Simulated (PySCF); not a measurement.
Order these species by their calculated properties.

All species are isolated and taken at one optimised geometry, non-relativistic unless stated; the electronic structure was computed with PySCF and density fitting.

Dipoles, sizes and rotational constants follow the conformer. The torsions of the flexible species, by atom-mapped SMILES:
- `[CH3:1][O:2][CH2:3][O:4][CH2:5][F:6]`: C1–O2–C3–O4 69°, O2–C3–O4–C5 69°, C3–O4–C5–F6 75°
- `[CH3:1][NH:2][Si@H:3]([CH3:4])[OH:5]`: C1–N2–Si3–C4 -54°, H–O5–Si3–N2 58°
- `[CH3:1][NH:2][CH2:3][SiH2:4][OH:5]`: C1–N2–C3–Si4 -176°, N2–C3–Si4–O5 44°, H–O5–Si4–C3 -18°
- `[CH3:1][N:2]([CH3:3])[SiH2:4][OH:5]`: C1–N2–Si4–O5 -169°, H–O5–Si4–N2 53°
- `[O:1]=[PH2:2][OH:3]`: H–O3–P2–O1 0°
- `[CH3:1][CH2:2][Si@@H:3]([NH2:4])[OH:5]`: C1–C2–Si3–N4 -173°, H–N4–Si3–C2 -52°, H–N4–Si3–C2 173°, H–O5–Si3–C2 -62°
- `[CH3:1][O:2][Si@H:3]([CH3:4])[NH2:5]`: C1–O2–Si3–C4 174°, H–N5–Si3–O2 -57°, H–N5–Si3–O2 165°

(1) Rank by electronic spatial extent ⟨r²⟩ about the centre of nuclear charge, lowest first (wB97X-D/def2-SVPD at GFN2-xTB geometries).
A. `CN[Si@H](C)O`
B. `COCOCF`
C. `CNC[SiH2]O`
D. `CN(C)[SiH2]O`

(2) By how much do the two ends of that ranking differ?

(3) Rank by HOMO–LUMO gap, highest first (wB97X-D/def2-SVPD at GFN2-xTB geometries).
A. `CN(C)[SiH2]O`
B. `CC[Si@@H](N)O`
C. `O=[PH2]O`
D. `CNC[SiH2]O`

(4) By how much do the two ends of that ranking differ?

(5) Rank by smallest rotational constant, lowest first (GFN2-xTB).
A. `O=[PH2]O`
B. `C(OCOC)F`
C. `CN[Si@H](C)O`
D. `CC[Si@@H](N)O`
E. `CNC[SiH2]O`

(6) Give the two extremes of that set in cm⁻¹.

(7) Rank by lowest singlet excitation, highest first (TDDFT wB97X-D/def2-SVPD at GFN2-xTB geometries).
A. `CO[Si@H](C)N`
B. `COCOCF`
C. `CN[Si@H](C)O`
D. `CC[Si@@H](N)O`
E. `O=[PH2]O`
F. `CNC[SiH2]O`

(8) Rank by HOMO energy, highest first (wB97X-D/def2-SVPD at GFN2-xTB geometries).
A. `CNC[SiH2]O`
B. `O=[PH2]O`
C. `CN(C)[SiH2]O`
D. `CC[Si@@H](N)O`
E. `[Si@@H](OC)(C)N`
F. `COCOCF`

(9) Rank by lowest triplet excitation (Tamm–Dancoff), lowest first (TDA wB97X-D/def2-SVPD at GFN2-xTB geometries).
A. `O[Si@H](N)CC`
B. `CN[Si@H](C)O`
C. `CO[Si@H](C)N`
D. `COCOCF`
E. `CN(C)[SiH2]O`
F. `CNC[SiH2]O`
G. `O[PH2]=O`

## Answers

(1) D (622 bohr²), A (641 bohr²), B (685 bohr²), C (734 bohr²).

(2) By 112 bohr², between `CNC[SiH2]O` and `CN(C)[SiH2]O`.

(3) C (12.59 eV), B (11.34 eV), D (10.74 eV), A (10.26 eV).

(4) By 2.33 eV, between `O=[PH2]O` and `CN(C)[SiH2]O`.

(5) E (1.727 GHz), B (1.803 GHz), D (2.049 GHz), C (2.101 GHz), A (7.333 GHz).

(6) `CNC[SiH2]O`: 0.0576 cm⁻¹; `O=[PH2]O`: 0.2446 cm⁻¹.

(7) B (8.19 eV), E (7.56 eV), D (6.90 eV), A (6.75 eV), C (6.45 eV), F (6.23 eV).

(8) C (-8.31 eV), A (-8.70 eV), E (-9.24 eV), D (-9.35 eV), F (-10.27 eV), B (-10.55 eV).

(9) E (5.95 eV), F (6.05 eV), B (6.29 eV), C (6.49 eV), A (6.68 eV), G (7.24 eV), D (8.07 eV).
